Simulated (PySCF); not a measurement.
Level of theory: B3LYP-D3(BJ)/def2-TZVP // BP86-D3(BJ)/def2-SVP (PySCF). Gas-phase values, no solvent. B3LYP has the VWN-RPA correlation part, as in Gaussian. 

Reference species: [Cd(F)2] (neutral, multiplicity 1).

| Quantity | Result |
|---|---|
| HOMO–LUMO gap | 6.95 eV |
| mean distance from the central atom to its bonded neighbours | 1.929 Å |
| coordination number | 2 |
| charge on the central atom (Mulliken) | 1.09 e |

Changed species: [Cd(Br)2] (2 of 2 F replaced by Br; the reference has 0 of 2 F replaced by Br).

Task: Predict the effect on the HOMO–LUMO gap, mean distance from the central atom to its bonded neighbours, coordination number and charge on the central atom (Mulliken).

Result: the HOMO–LUMO gap drops by 1.54 eV, to 5.41 eV; the mean distance from the central atom to its bonded neighbours increases by 0.491 Å, to 2.420 Å; the coordination number hardly moves; the charge on the central atom (Mulliken) drops by 0.38 e, to 0.71 e.
